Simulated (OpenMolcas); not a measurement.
As⁺: effect of the IPEA shift

| Quantity | Value |
| --- | --- |
| Program | OpenMolcas 26.06 |
| Basis | ANO-R2 [6s5p4d3f1g] |
| Scalar Hamiltonian | X2C, finite nucleus |
| Active space | 4 electrons in 9 orbitals (RAS2 4s 4p; RAS3 4d, at most 2 electrons) |
| State averaging | 2S+1 = 3 even, 3 roots; 2S+1 = 1 even, 6 roots; 2S+1 = 5 odd, 1 root; 2S+1 = 3 odd, 8 roots; 2S+1 = 1 odd, 8 roots |
| Spin-orbit coupling | state interaction with AMFI integrals over the reference wave functions, term energies averaged over their components |

Methods on the same reference wave functions:
A. RASSCF
B. SS-RASPT2, IPEA 0 Eh, imaginary shift 0.1 Eh (closed shells correlated: 3d)
C. SS-RASPT2, IPEA 0.25 Eh, imaginary shift 0.1 Eh (closed shells correlated: 3d)

Energies in cm-1 above 4s2 4p2 3P0, the measured ground level; measured values from NIST Handbook of Basic Atomic Spectroscopic Data.

| Level | A | B | C | Measured |
| --- | --- | --- | --- | --- |
| 4s2 4p2 3P0 | 0.0 | 0.0 | 0.0 | 0.0 |
| 4s2 4p2 3P1 | 895 | 917 | 915 | 1063 |
| 4s2 4p2 3P2 | 2246 | 2240 | 2240 | 2541 |
| 4s2 4p2 1D2 | 12238 | 10270 | 10300 | 10096 |
| 4s2 4p2 1S0 | 25728 | 22880 | 23070 | 22599 |
| 4s 4p3 5S* 2 | 48701 | 52870 | 52920 | 54817 |
| 4s 4p3 3D* 1 | 73276 | 74370 | 74650 | 73750 |
| 4s 4p3 3D* 2 | 73318 | 74420 | 74690 | 73862 |
| 4s 4p3 3D* 3 | 73522 | 74630 | 74900 | 74244 |
| 4s 4p3 3P* 0 | 86162 | 86430 | 86790 |  |
| 4s 4p3 3P* 2 | 86171 | 86440 | 86790 |  |
| 4s 4p3 3P* 1 | 86203 | 86470 | 86830 |  |
| 4s 4p3 1D* 2 | 94531 | 93720 | 94030 |  |

Deviations, from unrounded energies. A percentage is the sum of absolute deviations over the sum of measured energies, with the sign that they share, or ± where signs differ.

| Against measurement | Levels | A | B | C |
| --- | --- | --- | --- | --- |
| mean absolute deviation (cm-1) | 8 | 1700 | 550 | 680 |
| fine structure of the ground term (%) | 2 | -12.8 | -12.4 | -12.5 |
| other terms of the ground configuration (%) | 2 | +16.1 | +1.4 | +2.1 |
| other configurations (%) | 4 | -2.8 | ±1.3 | ±1.5 |

B lies closest to measurement on these levels and A furthest from it. The largest miss of B in the table is 4s 4p3 5S* 2, by -1900 cm-1. The ranking rests on the paired levels alone, and a cruder setting can come out closer through cancelling errors.

Between B and C the level of the table that moves most is 4s 4p3 3P* 0, by 360 cm-1 (lowest in B, highest in C). Moves below CASPT2's spread within the term are not significant.

From A to B the spin-free energies of the other terms of 4s2 4p2 shown, above 3P, scale by factors of 0.81 to 0.88.

The lowest spin-free term lies below A's lowest term by 0.481 hartree in B, 0.480 hartree in C.

CASPT2 does not keep the components of a term degenerate, so their means are used; among the terms shown or strongly mixed into the levels shown the widest spread is 11 cm-1 (4s 4p3 3D*, C). Configurations are named by rounded mean occupations; where the s occupation lies near a half they are strongly mixed, a name can repeat and a true partner stay unpaired. Some terms take much of their weight from 4d, a shell meant for correlation, so their names are nominal. Some terms mix strongly with configurations of 4d, whose occupation reaches 0.56 (4s 4p3 3D*, 4s 4p3 3P*, 4s 4p3 1D*). Without dynamic correlation excited terms often stand tens of per cent too high (terms of higher spin than the ground term too low), and those without a measured partner can miss by more than the paired ones (holds for A). Computed and measured levels are paired by configuration, term and J; levels that our copy of the source lacks, or whose pairing is in doubt (as where it misses far off the trend of its configuration), stay unpaired and out of the deviations. Only configurations of the active space appear. The table leaves out levels that lie high or whose names do not pair safely across all columns.

* marks odd parity.
